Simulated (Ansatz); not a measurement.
Geometry optimisation, Ansatz 0.2.0, UKS LDA/def2-SVP.

The input (input.yaml):

```yaml
crystal:
  periodic: [false, false, false]
  atoms:
    - { symbol: S, position_ang: [-0.0077, 1.7224, -1.1278] }
    - { symbol: Al, position_ang: [-0.0054, -0.3069, -0.2212] }
    - { symbol: S, position_ang: [-0.0165, -0.5411, 2.02] }
    - { symbol: Br, position_ang: [0.1106, -2.2114, -1.621] }
    - { symbol: H, position_ang: [-1.50553, 0.03288, -0.29702] }
    - { symbol: H, position_ang: [1.4224, -0.4978, 2.0727] }
magnetization:
  spin_polarized: true
basis:
  gaussian: { orbitals: def2-SVP }
hamiltonian:
  xc: lda
relax:
  f_tol: 0.02
  max_steps: 50
output:
  orbitals: {}
```

Launched with:

```bash
$ ansatz run input.yaml --threads 2 --pin off --max-ram 3072MiB --backend cpu --events-out ev --progress --plain --runs-dir out
```

Q: Where does it end, and by what steps?

A: The forces met the threshold. The force dipped under the threshold on the way, but the program's further checks kept it going. After 19 steps the energy has fallen by 3.672 eV; H5 moved furthest, 1.77 Å. Parted: Al2–H5. Joined: S1–H5.

```json
{"step": "0", "energy less start (eV)": "0.0000", "largest force component (eV/Å)": "1.719", "accepted": "yes"}
{"step": "1", "energy less start (eV)": "-0.7342", "largest force component (eV/Å)": "1.990", "accepted": "yes"}
{"step": "2", "energy less start (eV)": "-1.8035", "largest force component (eV/Å)": "2.611", "accepted": "yes"}
{"step": "3", "energy less start (eV)": "-2.8400", "largest force component (eV/Å)": "1.376", "accepted": "yes"}
{"step": "4", "energy less start (eV)": "-3.0625", "largest force component (eV/Å)": "1.223", "accepted": "yes"}
{"step": "5", "energy less start (eV)": "-3.1896", "largest force component (eV/Å)": "0.510", "accepted": "yes"}
{"step": "6", "energy less start (eV)": "-3.2932", "largest force component (eV/Å)": "0.264", "accepted": "yes"}
{"step": "7", "energy less start (eV)": "-3.3381", "largest force component (eV/Å)": "0.970", "accepted": "yes"}
{"step": "8", "energy less start (eV)": "-3.4127", "largest force component (eV/Å)": "0.948", "accepted": "yes"}
{"step": "9", "energy less start (eV)": "-3.4951", "largest force component (eV/Å)": "0.327", "accepted": "yes"}
{"step": "10", "energy less start (eV)": "-3.5458", "largest force component (eV/Å)": "0.182", "accepted": "yes"}
{"step": "11", "energy less start (eV)": "-3.5683", "largest force component (eV/Å)": "0.193", "accepted": "yes"}
{"step": "12", "energy less start (eV)": "-3.6012", "largest force component (eV/Å)": "0.693", "accepted": "yes"}
{"step": "13", "energy less start (eV)": "-3.6358", "largest force component (eV/Å)": "0.554", "accepted": "yes"}
{"step": "14", "energy less start (eV)": "-3.6537", "largest force component (eV/Å)": "0.363", "accepted": "yes"}
{"step": "15", "energy less start (eV)": "-3.6652", "largest force component (eV/Å)": "0.093", "accepted": "yes"}
{"step": "16", "energy less start (eV)": "-3.6674", "largest force component (eV/Å)": "0.051", "accepted": "yes"}
{"step": "17", "energy less start (eV)": "-3.6715", "largest force component (eV/Å)": "0.005", "accepted": "yes"}
{"step": "18", "energy less start (eV)": "-3.6709", "largest force component (eV/Å)": "0.125", "accepted": "no"}
{"step": "19", "energy less start (eV)": "-3.6716", "largest force component (eV/Å)": "0.019", "accepted": "yes"}
```

```xyz
6
Properties=species:S:1:pos:R:3
S -0.788 0.926 -1.161
Al 0.097 -0.853 -0.289
S 0.705 -1.080 1.781
Br 0.406 -2.605 -1.640
H -0.767 1.616 0.020
H 0.345 0.195 2.114
```

Time of the run: 39 s on 2 threads of Arm Neoverse V1, with other jobs on the host, peak memory 0.22 GiB.
